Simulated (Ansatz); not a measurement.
Basis-set extrapolation for CH7ClOSi2 (`[SiH3]O[SiH2]CCl`) (PBE0-D4/def2-TZVP geometry, frozen core, Ansatz 0.2.0). Multiplicity 1, RHF reference.

```json
{"": "HF", "def2-TZVPP": "-1154.355832", "def2-QZVPP": "-1154.393303"}
{"": "MP2 correlation", "def2-TZVPP": "-0.845077", "def2-QZVPP": "-0.914091"}
{"": "CCSD(T) correlation", "def2-TZVPP": "-0.941711", "def2-QZVPP": "not run"}
```

Energies in hartree. Use E(X) = E(∞) + A·exp(−7.88·√X) for Hartree–Fock and E(X) = E(∞) + B·X^(−2.97) for correlation, with X = 3 and 4, and add CCSD(T) minus MP2 of the smaller set to the MP2 limit.

Task: What is the CCSD(T) energy at the basis-set limit?

Result: HF limit: -1154.393303 + (-0.037471) × 0.13774 = -1154.39846. MP2 limit: -0.914091 + (-0.069014) × 0.74074 = -0.96521. Higher-order term: -0.941711 − (-0.845077) = -0.09663. Total: -1155.46030 hartree, 4.43 eV below CCSD(T)/def2-TZVPP.
